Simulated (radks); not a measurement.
Values are calculated unless marked as measured or tabulated.
Question: Species: the arsenic ion As+. Configuration: [Ar] 3d8 4s1 4p5 (not the ground configuration). Code: a radial shooting solver on a logarithmic mesh with Libxc functionals. Model: Dirac Kohn-Sham, BLYP, spin-unpolarised, spherical densities, finite nucleus; open shells fill j = l - 1/2 first; Fermi nuclear charge, rms radius 4.0968 fm. Some entries of the table are withheld. Estimate them.

| orbital | occ. | eigenvalue (hartree) | <1/r> (bohr^-1) | <r> (bohr) |
|---|---|---|---|---|
| 1s1/2 | 2 | -432.0755 | 33.47 | 0.04550 |
| 2s1/2 | 2 | -56.15311 | (1) | 0.2025 |
| 2p1/2 | 2 | -50.33264 | 7.379 | (2) |
| 2p3/2 | 4 | -48.98910 | 7.165 | (3) |
| 3s1/2 | 2 | -8.27693 | 2.436 | 0.5886 |
| 3p1/2 | 2 | -6.31430 | 2.323 | 0.5958 |
| 3p3/2 | 4 | -6.12007 | 2.272 | 0.6056 |
| 3d3/2 | 4 | (4) | (5) | (6) |
| 3d5/2 | 4 | (7) | (8) | (9) |
| 4s1/2 | 1 | -1.08077 | 0.7877 | 1.696 |
| 4p1/2 | 2 | -0.65318 | 0.6641 | (10) |
| 4p3/2 | 3 | -0.63494 | 0.6517 | (11) |

Answer: 
(1) 2s1/2 <1/r> (bohr^-1): 7.415
(2) 2p1/2 <r> (bohr): 0.1747
(3) 2p3/2 <r> (bohr): 0.1784
(4) 3d3/2 eigenvalue (hartree): -2.75830
(5) 3d3/2 <1/r> (bohr^-1): 2.022
(6) 3d3/2 <r> (bohr): 0.6256
(7) 3d5/2 eigenvalue (hartree): -2.72808
(8) 3d5/2 <1/r> (bohr^-1): 2.010
(9) 3d5/2 <r> (bohr): 0.6292
(10) 4p1/2 <r> (bohr): 1.992
(11) 4p3/2 <r> (bohr): 2.025
